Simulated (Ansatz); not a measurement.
```yaml
crystal:
  periodic: [false, false, false]
  atoms:
    - {symbol: C, position_ang: [0.953172, -0.367616, 1.024314]}
    - {symbol: C, position_ang: [0.080451, -0.120268, 0.064539]}
    - {symbol: Te, position_ang: [-0.954847, -1.656663, -1.227560]}
    - {symbol: Al, position_ang: [-1.053816, 0.770243, -1.134703]}
    - {symbol: F, position_ang: [-1.629529, 2.209610, -1.660209]}
    - {symbol: H, position_ang: [1.386192, 0.461189, 1.580698]}
    - {symbol: H, position_ang: [1.279677, -1.364395, 1.307223]}
basis:
  gaussian: {orbitals: def2-SVP}
magnetization: {spin_polarized: true, initial_magnetization: 2}
hamiltonian: {xc: {name: TPSS}}
accuracy: high
output: {forces: true}
```

```sh
$ ansatz run in.yaml --threads 4 --pin off --events-out ev --progress --plain --max-ram 10444MiB
```

Output, abridged:

```
Error: YAML parse error: error: line 14 column 19: hamiltonian.xc: no functional is named "TPSS"; the names, which are not case-sensitive, are SVWN5, SPW92, PBE, PBE0, PBEsol, revPBE, revPBE0, RPBE, rPW86-PBE, HSE06, wPBEh, LC-wPBE, HISS, HF, BLYP, B3LYP, B3LYP5, BHLYP, CAM-B3LYP, r2SCAN, r2SCANh, r2SCAN0, r2SCAN50, m-r2SCAN, B97, wB97, wB97X, wB97X-V, B97M-V, wB97M-V, B2PLYP, B2GP-PLYP, PBE0-DH, PBE-QIDH
12 |   gaussian: {orbitals: def2-SVP}
13 | magnetization: {spin_polarized: true, initial_magnetization: 2}
14 | hamiltonian: {xc: {name: TPSS}}
15 | accuracy: high
16 | output: {forces: true}
```

In this input the method's name isn't one that the program takes here. The input was rejected before any iteration.
